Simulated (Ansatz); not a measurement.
C2H6B (SMILES C[B]C), doublet, geometry from GFN2-xTB; BLYP/cc-pVDZ run with Ansatz (an electronic-structure program).

Ansatz was given this input:
Ansatz 0.2 input:
```yaml
crystal:
  periodic: [false, false, false]
  atoms:
    - {symbol: C, position_ang: [1.37748544, -0.08453153, 0.14048362]}
    - {symbol: B, position_ang: [0.02649544, 0.29523667, -0.54583626]}
    - {symbol: C, position_ang: [-1.38643265, -0.01516650, 0.04383900]}
    - {symbol: H, position_ang: [1.60841259, -1.11719610, -0.13034565]}
    - {symbol: H, position_ang: [2.24036755, 0.51069630, -0.15720758]}
    - {symbol: H, position_ang: [1.31883806, -0.05461498, 1.23178911]}
    - {symbol: H, position_ang: [-1.40860248, -0.94562308, 0.61746017]}
    - {symbol: H, position_ang: [-2.19971890, -0.05775153, -0.68020086]}
    - {symbol: H, position_ang: [-1.63809079, 0.78649418, 0.74175039]}
basis:
  gaussian:
    orbitals: cc-pVDZ
hamiltonian:
  xc: blyp
magnetization: {spin_polarized: true, initial_magnetization: 1}
```

Problem. Predict the main parts of the log of this Ansatz run.

Solution. 
```
Functional definition: BLYP
862 factors; their error is unknown
mean field evaluation 1: about -2832.0474 eV, gradient 5.0e1 eV
mean field evaluation 2: about -2818.1777 eV, gradient 6.7e1 eV
mean field evaluation 4: about -2844.2777 eV, gradient 1.4e0 eV
mean field evaluation 8: about -2844.2566 eV, gradient 1.2e-1 eV
mean field evaluation 16: about -2842.4711 eV, gradient 3.8e0 eV
mean field -2844.25668072 eV, -104.5245051100 hartree, gradient 5.3e-5 eV, S^2 0.751262; 0 other end points of the search recorded, 0 dependent functions left out
reference -2844.25695306 eV, -104.5245151185 hartree; 12, 11 occupied and 60, 61 virtual orbitals, 862 factors
Total energy: -2844.25695306 eV, -104.5245151185 hartree
```
